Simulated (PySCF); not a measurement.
FH6NOSi2, SMILES N[Si@@H](O)[SiH2]F.

Geometry optimised at PBE-D3(BJ)/def2-SVP. The structure was generated by enumeration; whether it is a known compound was not checked. One conformer was computed; it need not be the lowest.

Computed with PBE-D3(BJ)/def2-SVP in PySCF.

Frequencies are harmonic and unscaled.

Computed vibrational spectrum:
```tsv
mode	ν (cm⁻¹)	IR (km/mol)	moving atoms (share of kinetic energy)
1	35	0.7	F 39 %, H 19 %, O 15 %, Si 13 %, N 13 %
2	111	2.9	O 31 %, F 24 %, H 18 %, N 16 %, Si 10 %
3	142	5.3	H 29 %, F 27 %, N 18 %, Si 14 %, O 13 %
4	244	42.6	O 34 %, H 26 %, Si 20 %, N 15 %
5	277	42.0	H 39 %, Si 33 %, F 12 %, O 12 %
6	295	8.5	H 59 %, Si 20 %
7	393	35.1	H 91 %
8	403	66.2	Si 47 %, H 46 %
9	430	101.0	H 53 %, N 26 %, Si 17 %
10	471	28.6	H 64 %, Si 34 %
11	656	29.6	H 90 %
12	695	17.5	H 91 %
13	768	122.4	O 33 %, Si 30 %, N 20 %, H 10 %
14	781	66.3	H 51 %, F 27 %, Si 14 %
15	795	71.1	H 71 %, F 16 %
16	850	150.2	H 58 %, Si 23 %, N 12 %
17	877	161.8	Si 35 %, H 25 %, O 20 %, N 17 %
18	903	199.7	H 92 %
19	905	56.0	H 79 %, Si 14 %
20	949	59.6	H 76 %, Si 15 %
21	1496	37.0	H 90 %, N 10 %
22	2146	104.6	H 98 %
23	2161	102.2	H 96 %
24	2190	125.4	H 97 %
25	3479	21.2	H 96 %
26	3576	24.0	H 91 %, N 9 %
27	3691	77.7	H 94 %
```
